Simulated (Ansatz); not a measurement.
Ansatz results at the PBE0-D4/def2-TZVP geometry: LUMO energy (PBE/def2-TZVPP) -1.09 eV; HOMO energy (PBE/def2-TZVPP) -6.46 eV; HOMO–LUMO gap (ωB97M-V/def2-TZVPP) 11.34 eV.

Each molecule was computed in one conformer, which needn't be the lowest.

Question: Which molecule gave them?
A. `[NH2][Ga]([Cl])[O][SiH3]`
B. `C[O][Ga]([NH2])[NH2]`
C. `C[CH](C)[Ga]([OH])[OH]`
D. `C#[C][Ga]([F])[Cl]`

Answer: C. The others give `C[O][Ga]([NH2])[NH2]`: -0.93, -5.64, 11.02; `[NH2][Ga]([Cl])[O][SiH3]`: -1.87, -6.55, 11.19; `C#[C][Ga]([F])[Cl]`: -2.66, -7.72, 11.27.
